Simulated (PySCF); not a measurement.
A calculated (UHF, PySCF 2.14, aug-cc-pVDZ-X2C, scalar relativity by spin-free X2C-1e) atom or ion has these occupied shells.

```tsv
shell	electrons	orbital energy (eV)	rms radius, mean of both spins (bohr)
1s	2	-3656.2	0.0937
2s	2	-403.39	0.418
2p	6	-319.68	0.388
3s	2	-53.839	1.37
3p	6	-31.877	1.55
```

Q: Name the element and its charge.

A: K⁺ (potassium, charge +1), in [Ar], closed-shell 1S.
